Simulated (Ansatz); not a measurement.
Basis-set extrapolation for `C=C[SiH](N)OC` (PBE0-D4/def2-TZVP geometry, frozen core, the Gaussian-basis code of Ansatz). Multiplicity 1, RHF reference.

```csv
,def2-TZVPP,def2-QZVPP
HF,-537.263004,-537.284444
MP2 correlation,-1.068335,-1.144276
CCSD(T) correlation,-1.164001,not run
```

Energies in hartree. Use E(X) = E(∞) + A·exp(−7.88·√X) for Hartree–Fock and E(X) = E(∞) + B·X^(−2.97) for correlation, with X = 3 and 4, and add CCSD(T) minus MP2 of the smaller set to the MP2 limit.

**Question.** What is the CCSD(T) energy at the basis-set limit?

**Answer.** HF limit: -537.284444 + (-0.021440) × 0.13774 = -537.28740. MP2 limit: -1.144276 + (-0.075941) × 0.74074 = -1.20053. Higher-order term: -1.164001 − (-1.068335) = -0.09567. Total: -538.58360 hartree, 411.1 kJ/mol below CCSD(T)/def2-TZVPP.
